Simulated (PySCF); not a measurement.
(2S)-2-fluorobutane (C4H9F), SMILES CC[C@H](C)F. Geometry optimised at PBE-D3(BJ)/def2-SVP. One conformer was computed; it need not be the lowest.

Computed with PBE-D3(BJ)/def2-SVP (PySCF 2.14.0).

Harmonic wavenumbers (cm⁻¹): 101, 216, 245, 251, 379, 417, 481, 766, 812, 894, 935, 973, 1043, 1103, 1136, 1150, 1230, 1272, 1315, 1340, 1350, 1357, 1406, 1409, 1422, 1426, 1435, 2931, 2970, 2974, 2978, 3023, 3055, 3066, 3072, 3080. Rotational constants (GHz): 7.674, 3.387, 2.592; symmetry number 1.

Q: Work out the zero-point energy and the ideal-gas rigid-rotor harmonic-oscillator thermochemistry at 298.15 K and 1 atm.

A: ZPE = ½ Σ hcν = ½ × 53012 cm⁻¹ = 75.78 kcal/mol. H − E(el) = 80.42 kcal/mol. Entropy in cal/(mol K): translation 38.90, rotation 25.97, vibration 12.86, total 77.73. G − E(el) = 57.25 kcal/mol. Cp = 24.66 cal/(mol K). Modes under 150 cm⁻¹ make the vibrational entropy uncertain.
